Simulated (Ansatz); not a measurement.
`[OH][Ge]([F])([F])[Cl]` + GeH₄ → `[OH][Ge]([F])([Cl])[GeH3]` + H–F at 700 K and 1 bar (formal exchange of groups at a Ge–F bond).

Gas-phase electronic energies from Ansatz, PBE0-D4/def2-TZVP geometries. CCSD(T)/CBS adds triple-zeta CCSD(T) − MP2 to the extrapolated MP2 energy (def2 sets, frozen cores). This one scheme is used for every species. For Ge outer-core shells are correlated without core-valence functions, which leaves a few kJ/mol of doubt a bond. Scalar relativity is left out up to krypton. One conformer a species, not always the lowest.

```json
{"species": "`[OH][Ge]([F])([F])[Cl]`", "CCSD(T)/CBS energy (Eh)": "-2811.39975", "H − E (kJ/mol)": "116.5", "S (J/(mol·K))": "441.7"}
{"species": "GeH₄", "CCSD(T)/CBS energy (Eh)": "-2078.49493", "H − E (kJ/mol)": "112.9", "S (J/(mol·K))": "267.3"}
{"species": "`[OH][Ge]([F])([Cl])[GeH3]`", "CCSD(T)/CBS energy (Eh)": "-4789.49370", "H − E (kJ/mol)": "195.3", "S (J/(mol·K))": "532.2"}
{"species": "H–F", "CCSD(T)/CBS energy (Eh)": "-100.39570", "H − E (kJ/mol)": "45.2", "S (J/(mol·K))": "198.5"}
```

H − E and S are ideal-gas, rigid-rotor, harmonic terms from PBE0-D4/def2-TZVP, for one conformer and one mirror image of each species. 1 Eh = 2625.50 kJ/mol, R = 8.31446 J/(mol·K).

**Question.** By hand: ΔE, ΔH, ΔS and ΔG.

**Answer.** ΔE = (-4789.49370) + (-100.39570) − (-2811.39975) − (-2078.49493) = 0.00528 Eh = 13.9 kJ/mol. Δ(H − E) = 195.3 + 45.2 − 116.5 − 112.9 = 11.1, so ΔH = 25.0 kJ/mol. ΔS = 532.2 + 198.5 − 441.7 − 267.3 = 21.7 J/(mol·K). ΔG = 25.0 − 700 × (21.7)/1000 = 9.8 kJ/mol.

**Question.** By hand: the equilibrium constant, and the temperature at which ΔG would vanish if ΔH and ΔS stayed fixed.

**Answer.** log₁₀ K = −ΔG/(RT ln 10) = -0.7. ΔG = 0 at ΔH/ΔS = 1152 K.

TΔS isn't small against ΔH here. A doubt of 5 kJ/mol in ΔE shifts log₁₀ K by 0.4 here. Other conformers and mirror images would add mixing entropy, several J/(mol·K) or more a flexible species. These are equilibria of isolated gas molecules and say nothing of rates. Largest T1 diagnostic: 0.012 (customary marks: 0.02 for closed shells, 0.045 for open ones).
